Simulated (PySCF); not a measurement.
**From computed data to an observable: chemical shift, span and skew from a shielding tensor**

C4H4O, SMILES c1ccoc1. Atoms are numbered in the order given.

```xyz
9

C      0.0000     0.7183    -0.9608
C      0.0000    -0.7183    -0.9608
C      0.0000    -1.0940     0.3523
O      0.0000     0.0000     1.1555
C      0.0000     1.0940     0.3523
H      0.0000     1.3793    -1.8248
H      0.0000    -1.3793    -1.8248
H      0.0000    -2.0576     0.8545
H      0.0000     2.0576     0.8545
```

Geometry optimised at B3LYP-D3(BJ)/def2-SVP.

GIAO shieldings from PySCF with PBE0/pcSseg-1, non-relativistic, no solvent. The symmetric part of the tensor of C1 has the principal values -20.5, 64.4, 160.2 ppm. The same nucleus in TMS has σ = 186.3 ppm at this level (PySCF, at its B3LYP-D3(BJ)/def2-TZVP geometry).

Q: Work out the isotropic shielding, the ¹³C shift against TMS, the span and the skew.

A: 
σ(iso) = (σ11 + σ22 + σ33)/3 = 68.0 ppm. δ = σ(ref) − σ(iso) = 186.3 − (68.0) = 118.3 ppm.
Span Ω = σ33 − σ11 = 180.7 ppm. Skew κ = 3(σ(iso) − σ22)/Ω = 0.06. Tumbling in solution averages the tensor to δ; in a static solid the shielding alone would spread this spin-1/2 line over Ω.
